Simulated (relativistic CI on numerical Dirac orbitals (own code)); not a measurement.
# Sensitivity of the levels of Te35+ to α and to the nuclear radius

Calculated at this level of theory: Dirac-Coulomb-Breit CI, orbitals from a KLI potential per configuration, derivatives by finite differences, unscaled Slater integrals, QED left out (own radial code, finite nucleus).

CI space (outside the closed core [Ne]): 3s²3p⁵, 3s3p⁶, 3s²3p⁴3d, 3s3p⁵3d, 3p⁶3d, 3s3p⁴3d², 3p⁵3d², 3p⁴3d³. Double excitations out of closed p, d and f shells are left out; levels of such configurations are missing from the list, as are those of other unlisted configurations, and high levels can miss mixing partners.

With x = (α/α₀)² − 1 an excitation energy changes as ω = ω₀ + qx; K = 2q/ω₀ is the relative enhancement. Terms are leading LS components, so labels can repeat. The field-shift factor is F = δν/δ⟨r²⟩ for the transition from the lowest level.

Lowest level 3s²3p⁵ ²P°3/2.

| Level | ω₀ (cm⁻¹) | q (cm⁻¹) | F (GHz/fm²) |
| --- | --- | --- | --- |
| 3s²3p⁵ ²P°1/2 | 522834 | 572200 | -18.2 |
| 3s²3p⁴3d ⁴D3/2 | 1167489 | 41300 | 0.747 |
| 3s²3p⁴3d ⁴P1/2 | 1180902 | 114400 | -81.5 |
| 3s²3p⁴3d ⁴D5/2 | 1183157 | 57480 | 0.993 |
| 3s²3p⁴3d ⁴F7/2 | 1221271 | 51940 | 1.55 |
| 3s²3p⁴3d ²P1/2 | 1261570 | 304500 | -194 |
| 3s²3p⁴3d ²F7/2 | 1297208 | 145100 | 2.04 |
| 3s²3p⁴3d ²D3/2 | 1314305 | 63930 | -0.442 |
| 3s²3p⁴3d ⁴F9/2 | 1315298 | 148700 | 3.15 |
| 3s²3p⁴3d ²D5/2 | 1456153 | 170000 | 0.162 |
| 3s²3p⁴3d ²D3/2 | 1480304 | 203200 | -0.279 |
| 3s²3p⁴3d ⁴P1/2 | 1484299 | 459200 | -282 |
| 3s²3p⁴3d ⁴F5/2 | 1496778 | 223200 | -1.82 |

At this charge energies of transitions that change n are usually good to better than 1 %, and those within a shell (Δn = 0) to a few per cent.

(1) Which transition from the lowest level has the largest |K|?

Results:

(1) 3s²3p⁵ ²P°1/2 at 522834 cm⁻¹, K = 2.19.
